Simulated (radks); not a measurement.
Spherical quantum dot in the effective-mass picture: electrons in a hard-walled sphere of radius 7.56, with a point charge +2 (a donor) at the centre, all in effective atomic units (hartree* = m*/eps^2 hartree, bohr* = eps/m* bohr), one dielectric constant everywhere. Calculated with a radial shooting solver with Libxc functionals: non-relativistic Kohn-Sham, LDA (Slater exchange, Perdew-Wang correlation), spin-polarised, spherical densities. Levels are named by radial order and angular momentum (1s, 1p, 1d, 2s, ...), and open shells are averaged over m.

N = 26, configuration 1s2 1p6 1d10 2s2 1f(up 6, down 0). This is the lowest configuration that the search found. Occupied and some empty levels:

| level | occupation | eigenvalue (hartree*) | <r> (bohr*) |
|---|---|---|---|
| 1s up | 1 | 3.7121 | 1.025 |
| 1s down | 1 | 3.7122 | 1.010 |
| 2s up | 1 | 3.8663 | 5.588 |
| 2s down | 1 | 3.8952 | 5.579 |
| 1p up | 3 | 3.8978 | 5.674 |
| 1p down | 3 | 3.9271 | 5.654 |
| 1d up | 5 | 3.9647 | 5.759 |
| 1d down | 5 | 3.9947 | 5.747 |
| 1f up | 6 | 4.0604 | 5.840 |
| 1f down | 0 | 4.0909 | 5.833 |
| 1g up | 0 | 4.1832 | 5.916 |
| 1g down | 0 | 4.2140 | 5.912 |
| 2p up | 0 | 4.3954 | 3.789 |
| 2p down | 0 | 4.4061 | 3.759 |
| 2d up | 0 | 4.5754 | 4.327 |
| 2d down | 0 | 4.5899 | 4.306 |

Energy (hartree*): total 47.4795, kinetic 12.011, external -15.189, Hartree 57.390, exchange-correlation -6.7323.
